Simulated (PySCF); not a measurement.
Identify the unknown among the candidates.

All candidates are C7H7NO.

* UV, strongest line: among the 8 lowest singlet transitions: S5 at 5.75 eV (216 nm, f = 0.182) [TDDFT PBE0/def2-SVPD]
* UV, first state: lowest singlet excitation: 3.65 eV (340 nm, f = 0.000) [TDDFT PBE0/def2-SVPD]
* Polarisability: 88.2 au [PBE0/def2-SVPD]
* Rotational structure: rotational constants A, B, C: 3.858, 1.229, 0.937 GHz [GFN2-xTB]
* Triplet: lowest triplet excitation (Tamm–Dancoff): 3.15 eV [TDA PBE0/def2-SVPD]
* Dipole: 2.49 D [PBE0/def2-SVPD]

Electronic properties: PySCF, gas phase, density fitting. Levels stand in brackets. Isolated species at its GFN2-xTB geometry (one conformer only).

**Question.** Which candidate is it?
A. `CC(=O)c1ccncc1`
B. `CC#CC#CC(=O)NC`
C. `CC(=O)c1ccccn1`
D. `NC(=O)C1=C[C@@H]2[C@@H]3[C@H]1[C@H]23`
E. `C[C@@H]1C=COC(C#N)=C1`

**Answer.** A. It is `CC(=O)c1ccncc1`. Numbering: `[CH3:1][C:2](=[O:3])[c:4]1[cH:5][cH:6][n:7][cH:8][cH:9]1`. Its formula, C7H7NO, gives 5 degrees of unsaturation: 1 ring and 4 π bonds in the structure found (Kekulé form). The optimised geometry has point group Cs and is an asymmetric top.

The others, at the same levels:
- `CC#CC#CC(=O)NC` fails: its computed lowest singlet excitation is 4.07 eV (305 nm, f = 0.000) (against 3.65 eV), lowest triplet excitation (Tamm–Dancoff) is 3.49 eV (against 3.15 eV) and static isotropic polarisability is 111.2 au (against 88.2 au).
- `C[C@@H]1C=COC(C#N)=C1` fails: its computed lowest singlet excitation is 4.46 eV (278 nm, f = 0.018) (against 3.65 eV), rotational constant A is 3.246 GHz (against 3.858 GHz) and dipole moment is 4.99 D (against 2.49 D).
- `CC(=O)c1ccccn1` fails: its computed strongest line among the 8 lowest singlet transitions is S8 at 6.65 eV (186 nm, f = 0.218) (against S5 at 5.75 eV) and dipole moment is 3.36 D (against 2.49 D).
- `NC(=O)C1=C[C@@H]2[C@@H]3[C@H]1[C@H]23` fails: its computed lowest singlet excitation is 4.58 eV (271 nm, f = 0.002) (against 3.65 eV), static isotropic polarisability is 83.9 au (against 88.2 au) and rotational constant A is 4.273 GHz (against 3.858 GHz).

Each candidate is one conformer, not necessarily the lowest. The conformers computed, where there is a choice (atom-mapped SMILES and torsion angles):
- `[CH3:1][C:2](=[O:3])[c:4]1[cH:5][cH:6][n:7][cH:8][cH:9]1`: C1–C2–C4–C5 180°
- `[CH3:1][C:2]#[C:3][C:4]#[C:5][C:6](=[O:7])[NH:8][CH3:9]`: C5–C6–N8–C9 179°
- `[CH3:1][C:2](=[O:3])[c:4]1[cH:5][cH:6][cH:7][cH:8][n:9]1`: C1–C2–C4–C5 180°

The conformers of `NC(=O)C1=C[C@@H]2[C@@H]3[C@H]1[C@H]23` aren't listed.
